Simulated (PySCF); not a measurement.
Dipole response of Ca (calcium, neutral)

[Ar] 4s1 4p1, high-spin 3P determinant (an excited configuration). All numbers are calculated (PySCF 2.14, the spin-free X2C one-electron Hamiltonian (Gaussian nucleus), in dyall-av3z). Coupled (time-dependent) response in atomic units; α is the mean over directions.

| method | mean α (bohr³) | α xx, yy, zz | C₆ (like pair) | S(−4) |
| --- | --- | --- | --- | --- |
| UHF | 238.2 | 226.6, 261.4, 226.6 | 3383 | 46690 |
| PBE | 307.3 | 295.4, 331.2, 295.4 | 3283 | 684700 |

S(−4) is the Cauchy moment in α(ω) = α(0) + S(−4) ω² + …

α(iu) at UHF:

```
u (hartree)  α(iu) (bohr³)
          0          238.2
     0.0500          164.3
      0.100          92.48
      0.200          38.26
      0.300          21.17
      0.500          10.12
      0.750          5.860
       1.00          4.036
       1.50          2.347
       2.00          1.546
       3.00         0.8118
       5.00         0.3374
```

A single London oscillator, α(iu) = α/(1 + u²/ω²), gives C₆ = (3/4) ω α². Matching the computed C₆ needs ω = 4 × 3383 / (3 × 238.2²) = 0.0795 hartree.

The components differ because the open shell of this determinant is not spherical; for a pure term their mean is the scalar polarisability.
